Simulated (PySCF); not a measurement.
Level sweep

Species: H9NOSi3.
Structure used (PBE0-D3(BJ)/def2-SVP), in Å, numbered top down from 1:
```xyz
14
H9NOSi3 angstrom
N     -3.1668    0.3306    0.3825
Si    -1.7553   -0.6278    0.7187
Si     0.0877    0.6240   -0.0109
O      1.4894   -0.0949    0.5355
Si     3.1091   -0.2652    0.2342
H     -4.0827   -0.1034    0.4300
H     -3.2111    1.2782    0.7418
H     -1.8684   -1.8915   -0.0734
H     -1.5436   -1.0333    2.1523
H      0.0153    2.0305    0.5050
H      0.1058    0.7034   -1.5080
H      3.3257   -1.0250   -1.0343
H      3.7669    1.0721    0.1099
H      3.7208   -1.0128    1.3685
```

PySCF, dipoles from the SCF density, polarisabilities from static response with core orbitals frozen. One conformer (not necessarily the lowest) at the PBE0-D3(BJ)/def2-SVP geometry, without solvent, vibrations or thermal averaging.

The anisotropy is √(½[(α1 − α2)² + (α2 − α3)² + (α3 − α1)²]).

| level | μ (D) | α (Å³) | anisotropy (Å³) |
| --- | --- | --- | --- |
| LDA/def2-SVPD | 1.364 | 15.31 | 4.52 |
| PBE/def2-SVPD | 1.379 | 14.94 | 4.43 |
| B3LYP/def2-SVPD | 1.327 | 14.32 | 3.82 |
| PBE0/def2-SVPD | 1.343 | 14.24 | 3.85 |
| BHandHLYP/def2-SVPD | 1.295 | 13.65 | 3.31 |
| CAM-B3LYP/def2-SVPD | 1.306 | 14.08 | 3.56 |
| wB97X-D/def2-SVPD | 1.329 | 14.11 | 3.65 |
| LC-wPBE/def2-SVPD | 1.328 | 13.78 | 3.47 |
| HF/def2-SVPD | 1.309 | 12.89 | 2.68 |
| PBE0/6-31G* | 1.471 | 11.31 | 3.48 |
| PBE0/6-31+G* | 1.321 | 12.86 | 2.92 |
| PBE0/def2-SVP | 1.490 | 12.26 | 3.06 |
| PBE0/aug-cc-pVDZ | 1.308 | 14.60 | 3.92 |
| PBE0/def2-TZVP | 1.456 | 13.48 | 3.56 |
| PBE0/def2-TZVPD | 1.355 | 14.42 | 3.81 |

The dipole runs from 1.30 D (BHandHLYP/def2-SVPD) to 1.49 D (PBE0/def2-SVP). No reference polarisability is at hand; against PBE0 in the largest diffuse basis at hand (def2-TZVPD) the other PBE0 rows deviate by 6-31G* -22%, 6-31+G* -11%, def2-SVP -15%, def2-SVPD -1%, aug-cc-pVDZ +1%, def2-TZVP -6%. In one basis (def2-SVPD) the functionals order the polarisability from HF (lowest) to LDA (highest), a spread of 19%. With PBE0 the polarisability is 12.35 Å³ without diffuse functions (mean of 6-31G*, def2-SVP and def2-TZVP) and 14.03 Å³ with them (mean of 6-31+G*, def2-SVPD, aug-cc-pVDZ and def2-TZVPD).

Without π bonds the low states are Rydberg-like; a valence basis with one diffuse set may place them up to an eV too high.
